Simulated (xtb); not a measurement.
CH$_{3}$Te (SMILES C[Te]), doublet, from a rough starting geometry.

The xtb input:
```
$ xtb mol.xyz --gfn 2 --uhf 1 --opt vtight --json

# file mol.xyz
5

C     -0.20078390    -0.02284406    -0.03479342
Te     1.94123545     0.03387065    -0.00031104
H     -0.59519521    -0.78261259    -0.70087691
H     -0.56571959    -0.19378403     0.99577850
H     -0.59525564     0.92069863    -0.34032441
```

Q: What does this run give for the total energy at the end of the optimisation, dipole moment?

A: 
* **total energy at the end of the optimisation**: -6.702439 Ha
* **dipole moment**: 1.18 D
